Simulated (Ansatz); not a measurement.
Gan: PBE-D4/def2-SVP single points in Ansatz on relaxed structures, gas phase. Each cluster is the lowest isomer that a short search found in that spin, judged at the geometry's level, and lower ones may exist. HOMO and LUMO are taken over both spins. Binding counts from free atoms in the multiplicity of their measured ground term, without zero-point energy. A dash marks a value that wasn't run or was left out as unsound. The structures are stationary points that may keep the symmetry of their start. Remarks come from the PBE and PBE0 runs and from stability tests at other levels; not every state was tested.

Question: Estimate the order by binding per atom (eV), lowest first.
A. Ga6 (singlet)
B. Ga7 (doublet)

Answer: A (1.93), B (2.10).

In full:

| species | atoms | state | geometry | HOMO (eV) | LUMO (eV) | gap (eV) | binding per atom (eV) | point group (within 0.1 Å) | remarks |
| --- | --- | --- | --- | --- | --- | --- | --- | --- | --- |
| Ga3 | 3 | doublet | PBE-D4/def2-TZVP | -4.14 | -3.74 | 0.40 | – | D3h | quartet lower at PBE0 |
| Ga6 | 6 | singlet | r2SCAN-D4/def2-SVP | -4.62 | -3.95 | 0.66 | 1.93 | C2v | restricted SCF unstable in HF |
| Ga7 | 7 | doublet | PBE-D4/def2-SVP | -4.18 | -3.59 | 0.59 | 2.10 | – | – |

The gap (eV) runs from 0.40 (Ga3) to 0.66 (Ga6).
